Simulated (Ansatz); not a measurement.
GaPH₃F₃⁺, that is Ga(PH3)F3 with one electron fewer. Total charge 1; doublet. Geometry PBE0-D4/def2-SVP, that of the neutral singlet; atoms count from 1.

```
atom   x (Å)   y (Å)   z (Å)
 Ga1  -0.279   0.210  -1.330
  P2   0.225  -0.169   1.080
  H3  -0.515   0.581   2.022
  H4   1.546   0.094   1.508
  H5   0.040  -1.479   1.578
  F6  -0.006   1.938  -1.426
  F7  -1.942  -0.341  -1.382
  F8   0.932  -0.832  -2.050
```

(1) Estimate the Mulliken populations from the PBE0/def2-TZVP orbitals of Ansatz.

(2) Where does the spin sit?

(3) And the Mayer bond orders between heavy atoms (over 0.3)?

## Answers

(1) 
| atom | charge (e) | spin (α − β) |
| --- | --- | --- |
| Ga1 | 0.88 | -0.06 |
| P2 | 0.09 | 0.48 |
| H3 | 0.24 | 0.02 |
| H4 | 0.24 | 0.02 |
| H5 | 0.24 | 0.02 |
| F6 | -0.23 | 0.18 |
| F7 | -0.23 | 0.18 |
| F8 | -0.23 | 0.18 |
Mulliken values depend strongly on the basis.

(2) Summed by element: Ga -0.06, P 0.48, H 0.05, F 0.53, of 1 unpaired in all. Largest on single atoms: P2 0.48, F8 0.18, F6 0.18.

(3) Ga1–P2 0.40 (2.49 Å); Ga1–F6 0.98 (1.75 Å); Ga1–F7 0.98 (1.75 Å); Ga1–F8 0.98 (1.75 Å).
